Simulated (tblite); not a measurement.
Compound: C8H6F (doublet state).
Geometry (GFN2-xTB, Å), atoms numbered from 1 in this order:
```xyz
15
C8H6F angstrom
F      1.7174    2.1964   -0.7255
C      1.2491    1.0341   -0.2664
C      1.3853   -0.1602   -0.8788
C      0.6435   -1.1689   -0.1255
C     -0.8976   -0.9793    0.2238
C     -1.6246    0.2194   -0.1909
C     -0.9866    1.3315    0.2240
C      0.2896    0.9423    0.8386
C      0.1877   -0.5344    1.1504
H      1.9303   -0.3533   -1.7843
H      0.9488   -2.2028   -0.1922
H     -1.4292   -1.9120    0.3419
H     -2.5340    0.1855   -0.7652
H     -1.2480    2.3486   -0.0056
H      0.3640   -0.9390    2.1337
```

Level: GFN2-xTB in tblite, geometry and Hessian alike; calculated harmonic values, unscaled, isolated species. Errors from tens to a few hundred cm⁻¹ against measured bands are possible. One conformer, not necessarily the lowest. Open shells enter through the occupations alone, without spin polarisation, and single modes of such species can be off by tens of per cent.

Harmonic wavenumbers (cm⁻¹): 157.4, 256.9, 339.0, 394.1, 521.3, 539.6, 552.3, 692.3, 698.4, 736.0, 748.7, 790.5, 801.8, 846.1, 875.3, 882.0, 917.3, 994.1, 1009.9, 1030.1, 1037.9, 1055.5, 1102.0, 1104.6, 1136.3, 1202.0, 1228.5, 1263.3, 1283.4, 1316.0, 1350.2, 1535.1, 1570.7, 3070.2, 3074.8, 3086.1, 3114.5, 3137.0, 3138.0.

A = 3275, B = 1877, C = 1475 MHz; mass 121.045 u (most abundant isotopes); point group C1, symmetry number 1; spin multiplicity 2.

**Question.** What is the zero-point energy?

**Answer.** Half the sum of the wavenumbers: 24295 cm⁻¹ = 290.63 kJ/mol.

**Question.** Give the ideal-gas entropy at 200 K and 1 bar in the rigid-rotor, harmonic-oscillator model (classical rotation).

**Answer.** Translation 160.37, rotation 112.02, vibration 21.62, spin (R ln 2) 5.76: S = 299.8 J/(mol K).

**Question.** And Cp and H(200 K) − H(0)?

**Answer.** Cp = 76.55 J/(mol K), of which vibrations give 43.29 (their classical limit is 39 R = 324.3); H(200 K) − H(0) = 9.62 kJ/mol without the zero-point energy, 2.96 from vibrations.

**Question.** How do the functions run with temperature in this model?

**Answer.** 
| T (K) | S (J/(mol K)) | Cp (J/(mol K)) | H − H(0) (kJ/mol) | G − H(0) (kJ/mol) | ln q(vib) |
| --- | --- | --- | --- | --- | --- |
| 100 | 259.9 | 45.0 | 3.68 | -22.31 | 0.15 |
| 300 | 338.8 | 119.8 | 19.40 | -82.25 | 1.90 |
| 500 | 418.8 | 194.4 | 51.35 | -158.06 | 4.90 |
| 800 | 525.3 | 256.2 | 120.04 | -300.20 | 10.13 |
| 1000 | 585.2 | 280.1 | 173.83 | -411.38 | 13.59 |

q(vib) and H(0) count from the zero-point level.

**Question.** Which modes carry the vibrational entropy at 200 K?

**Answer.** 157.4 cm⁻¹: 7.71; 256.9 cm⁻¹: 4.30; 339.0 cm⁻¹: 2.70; 394.1 cm⁻¹: 1.97; 521.3 cm⁻¹: 0.95; 539.6 cm⁻¹: 0.85 J/(mol K); the other 33 give 3.13 together.

Hindered rotation and anharmonicity are outside this model. Other conformers, if any are populated, would add a mixing term that is left out. The structure is chiral; the term R ln 2 for an equal mix with its mirror image is left out.

The run took 0.47 s wall on one thread of an Arm Neoverse V1, no GPU, on a shared host. The figure is for the frequency step alone.
